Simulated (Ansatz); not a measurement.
Isolated molecules relaxed with PBE0-D4/def2-TZVP in Ansatz; ΔE leaves out vibrations. CCSD(T)/CBS is the MP2 limit (def2-TZVPP, def2-QZVPP) plus CCSD(T) − MP2 in def2-TZVPP, frozen cores. This one scheme is used for every species. Functionals use def2-TZVPP. For Ti outer-core shells are correlated without core-valence functions, which leaves a few kJ/mol of doubt a bond. Scalar relativity is left out up to krypton. One conformer a species, not always the lowest.

Reaction (ligand exchange at a Ti–O bond): `O[Si](O)(O)[O][Ti]([Cl])([Cl])[Cl]` + H₂S → `[SH][Ti]([Cl])([Cl])[Cl]` + orthosilicic acid

```csv
species,PBE0 energy (Eh)
`O[Si](O)(O)[O][Ti]([Cl])([Cl])[Cl]`,-2821.85844
H₂S,-399.26243
`[SH][Ti]([Cl])([Cl])[Cl]`,-2628.37054
`O[Si](O)(O)O`,-592.72972
```

(1) Work out ΔE.

Largest T1 diagnostic among the species: 0.026, so the coupled-cluster value is less sure than usual.

## Answers

(1) ΔE = (-2628.37054) + (-592.72972) − (-2821.85844) − (-399.26243) = 0.02061 Eh = +54.1 kJ/mol. CCSD(T)/CBS gives +58.7 kJ/mol.

From PBE to PBE0 (25 % exact exchange), in def2-TZVPP and without D4, ΔE moves by +3.3 kJ/mol. At CCSD(T), def2-SVP lies +29.1 kJ/mol from the extrapolated value and def2-TZVPP +6.5 kJ/mol.
